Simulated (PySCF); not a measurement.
Positional isomers: thieno[3,2-b]thiophene methoxy+silyl. All species are isolated molecules in the gas phase. One relaxed conformer stands for each flexible species; it need not be the lowest. Strings in code marks are SMILES.

Calculation: PBE-D3(BJ)/def2-TZVP // PBE0-D3(BJ)/def2-SVP in PySCF. All candidates: neutral, multiplicity 1. Delta-SCF ions had no search for a lower state. Excitations are Tamm–Dancoff values on a coarser integration grid. The basis has no diffuse functions, so Rydberg states are missing or too high.

```
Property                                   Value
--------------------------------------  --------
vertical ionisation energy (Delta-SCF)   7.26 eV
T1 excitation (TDA)                      2.80 eV
HOMO                                    -4.93 eV
```

Task: Say which member has these values.
A) `COc1sc2ccsc2c1[SiH3]` (C–O–C–S torsion 1°)
B) `COc1csc2c([SiH3])csc12` (C–O–C–C torsion 0°)
C) `COc1c([SiH3])sc2ccsc12` (C–O–C–C torsion 177°)

Result: C, `COc1c([SiH3])sc2ccsc12` (C–O–C–C torsion 177°). The others give `COc1sc2ccsc2c1[SiH3]` (C–O–C–S torsion 1°): 7.20 eV, 3.08 eV, -4.86 eV; `COc1csc2c([SiH3])csc12` (C–O–C–C torsion 0°): 7.42 eV, 3.10 eV, -5.07 eV
